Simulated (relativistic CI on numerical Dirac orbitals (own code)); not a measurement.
Ti⁴⁺ in a cubic cluster: L2,3 absorption with charge transfer

Computed with a charge-transfer multiplet model of a cubic metal-ligand cluster with up to 2 ligand holes, Slater and spin-orbit integrals from Dirac-Coulomb-Breit ions, Slater integrals scaled by 0.7. The parameters are those of a tetrahedral site (10Dq negative, t2 hopping the larger). The ground state mixes d0 with configurations of k ligand holes L, whose averages lie at kΔ + k(k − 1)U_dd/2; a core hole lowers each added d electron by U_cd. 300 K, Lorentzian 0.4 eV and Gaussian 0.3 eV FWHM.

Atomic integrals in eV (Slater integrals scaled, ζ unscaled), ground: F2dd 5.756, F4dd 3.579, zeta_d 0.013; with the core hole: F2dd 5.756, F4dd 3.579, zeta_d 0.032, zeta_core 3.741, F2cd 4.433, G1cd 3.312, G3cd 1.881. Where a configuration has fewer than two d electrons, the dd integrals are those of d2.

Cluster parameters (eV): U_dd = 4.8, U_cd = 5.3, 10Dq = -0.25, 10Dq(ligand) = 0, V(eg) = 1.65, V(t2g) = -2.8, final-state hopping factor = 1.

Weights, n_d and S are thermal averages at 300 K. Photon energies count from the first peak over 30 % of the highest in each spectrum, which can be another peak from case to case. The parameters are a model scan and need not match a compound or its usual spin state. Peaks in eV (height, largest 100): 0.0 (78), 3.4 (9), 5.1 (100).

Question: Which parameters give this spectrum?
A. Δ = 5.4 eV
B. Δ = 2.4 eV
C. Δ = 3.4 eV

Answer: A. Δ = 5.4 eV; the ground state then has 0.60 d electrons and S = 0.00. The choice follows from running the model for each set and comparing peak positions and heights. The space is cut while the next configuration still counts.
